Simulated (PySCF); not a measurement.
**CAM-B3LYP on Kr (krypton, neutral)**

Configuration: [Kr], closed-shell 1S. All numbers are calculated (PySCF 2.14, scalar relativity through the core potential, in aug-cc-pVTZ-PP with one added diffuse shell each of s, d, f type with ECP10MDF (7s5p5d3f, 68 functions)).

* Total energy: -463.5716 hartree
* One-electron energy: -808.5495 hartree
* Hartree (Coulomb) energy: 378.2799 hartree
* Exchange-correlation energy: -33.3020 hartree
* ⟨S²⟩: 0.0000
* ⟨L²⟩: 0.000
* Sum of ⟨r⟩: 24.69 bohr
* Sum of ⟨r²⟩: 38.95 bohr²

```tsv
shell	electrons	mean orbital energy (hartree)	rms radius, mean of both spins (bohr)
3s	2	-9.60917	0.571
3p	6	-7.50912	0.587
3d	10	-3.27320	0.608
4s	2	-1.00456	1.69
4p	6	-0.44612	2.11
```

Energies and moments cover only the electrons outside the core potential.
